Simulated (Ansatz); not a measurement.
Cost and result for the atomization energy of C₃H₈BGa (`B[C](=C)[GaH][CH3]`) (13 atoms, 12 bonds).

```xyz
13

B    -0.083   -1.428   -0.860
C     0.628   -1.085    0.387
C     1.412   -1.404    1.410
Ga    0.017    0.861    0.458
C    -1.153    1.775   -0.823
H    -1.238   -1.757   -0.828
H     0.421   -1.200   -1.926
H     1.689   -0.696    2.187
H     1.818   -2.408    1.514
H     0.647    1.526    1.736
H    -2.123    1.272   -0.865
H    -0.724    1.722   -1.827
H    -1.310    2.822   -0.561
```

Total charge 0; spin multiplicity 1. Correlated methods include outer-core shells of Ga, which these sets cover unevenly. Scalar relativity is left out up to krypton. The geometry is a stationary point of PBE0-D4/def2-TZVP. It is one conformer, not always the lowest. Program: Ansatz. All runs use 4 threads of an AMD EPYC 7B13 on a shared host. Times are those of one run each, without the atoms' runs, and a repeat can differ threefold. Electronic energies, without spin–orbit coupling; frozen cores. CCSD(T)/CBS adds CCSD(T) − MP2 in def2-TZVPP to the MP2 limit, and its time is that of the two runs behind it. T1 = 0.013. With those shells the extrapolation isn't a true limit. B3LYP takes the VWN-RPA correlation (the form of Gaussian; ORCA's B3LYP/G). HSE06 is the plane-wave form, built on full-range PBE exchange.

CCSD(T)/CBS is a level of theory with its own doubt, some kJ/mol a heavy atom from the limit and from the frozen cores, so smaller differences don't rank the functionals.

| level | functions | wall time | atomization (kJ/mol) | difference from CCSD(T)/CBS | per bond |
| --- | --- | --- | --- | --- | --- |
| LDA (SPW92)/def2-TZVPP | 284 | 1.5 s | 5335.7 | 627.5 | 52.3 |
| revPBE-D4/def2-TZVPP | 284 | 2.1 s | 4693.4 | -14.8 | -1.2 |
| BLYP-D4/def2-TZVPP | 284 | 2.4 s | 4692.3 | -15.9 | -1.3 |
| BHLYP-D4/def2-TZVPP | 284 | 3.6 s | 4620.3 | -87.9 | -7.3 |
| HSE06-D4/def2-TZVPP | 284 | 3.8 s | 4744.6 | 36.4 | 3.0 |
| CAM-B3LYP-D4/def2-TZVPP | 284 | 4.3 s | 4732.4 | 24.2 | 2.0 |
| r2SCAN-D4/def2-TZVPP (with forces) | 284 | 4.8 s | 4747.2 | 39.0 | 3.3 |
| B3LYP-D4/def2-TZVPP (with forces) | 284 | 6 s | 4718.6 | 10.4 | 0.9 |
| B97M-V/def2-TZVPP | 284 | 9 s | 4739.3 | 31.1 | 2.6 |
| CCSD(T)/def2-SVP | 128 | 11 s | 4511.7 | -196.5 | -16.4 |
| MP2/def2-QZVPP | 557 | 33 s | 4724.8 | 16.6 | 1.4 |
| CCSD(T)/def2-TZVPP | 284 | 4.1 min | 4619.5 | -88.7 | -7.4 |
| CCSD(T)/CBS(def2) | – | 4.7 min | 4708.2 | 0.0 | 0.0 |

From r2SCAN to r2SCAN0 (25 % exact exchange), in def2-TZVPP and without D4, the atomization energy moves by −51.9 kJ/mol: exact exchange takes away binding that semilocal exchange gives to molecules. Leaving LDA and LC-ωPBE aside and taking each functional with its dispersion term where it has one, the values, not all of them listed here, spread over 175.4 kJ/mol, from BHLYP-D4 to PBE-D4. LDA lies +567.4 kJ/mol from PBE without D4, its usual overbinding. At CCSD(T), def2-SVP lies −196.5 kJ/mol from the extrapolated value and def2-TZVPP −88.7 kJ/mol: correlation converges slowly with the basis, and small sets miss more of it in the bonded molecule than in its fragments.
